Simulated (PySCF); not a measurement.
Br²⁺ (bromine, charge +2): UHF calculation

Configuration: [Ar] 3d10 4s2 4p3, high-spin 4S determinant. Calculation: PySCF 2.14, in aug-cc-pVTZ-DK; the spin-free X2C one-electron Hamiltonian (Gaussian nucleus).

```
Total energy                        : -2603.275010 hartree
One-electron energy                 : -3592.7437 hartree
Hartree (Coulomb) energy            : 1080.0998 hartree
Exchange energy                     : -90.6311 hartree
⟨S²⟩                                : 3.7508
⟨L²⟩                                : 0.000
Sum of ⟨r⟩                          : 20.56 bohr
Sum of ⟨r²⟩                         : 25.04 bohr²
Langevin diamagnetic susceptibility : -19.8 ×10⁻⁶ cm³/mol
```

| shell | electrons | mean orbital energy (hartree) | rms radius, mean of both spins (bohr) |
| --- | --- | --- | --- |
| 1s α | 1 | -499.08937 | 0.0492 |
| 1s β | 1 | -499.07378 | 0.0492 |
| 2s α | 1 | -67.98255 | 0.205 |
| 2s β | 1 | -67.97441 | 0.205 |
| 2p α | 3 | -59.88928 | 0.183 |
| 2p β | 3 | -59.87172 | 0.183 |
| 3s α | 1 | -11.08775 | 0.588 |
| 3s β | 1 | -11.05779 | 0.588 |
| 3p α | 3 | -8.44222 | 0.607 |
| 3p β | 3 | -8.40187 | 0.607 |
| 3d α | 5 | -4.04037 | 0.649 |
| 3d β | 5 | -4.01984 | 0.649 |
| 4s α | 1 | -1.94752 | 1.72 |
| 4s β | 1 | -1.59500 | 1.72 |
| 4p α | 3 | -1.29396 | 1.98 |

Densities and radii are taken from the X2C orbitals without a picture-change correction, which distorts them close to the nucleus.

Spin-orbit constants ζ (cm⁻¹) from the X2C one-electron operator on these orbitals: bare nucleus, nucleus screened by l(l+1)(2l+1)/3 electrons, and screened by the Breit-Pauli mean field of the electrons.

```csv
shell,bare,screened nucleus,mean field
2p,262800,247700,240900
3p,37850,35680,34510
3d,4676,3340,3122
4p,3302,3114,2994
```
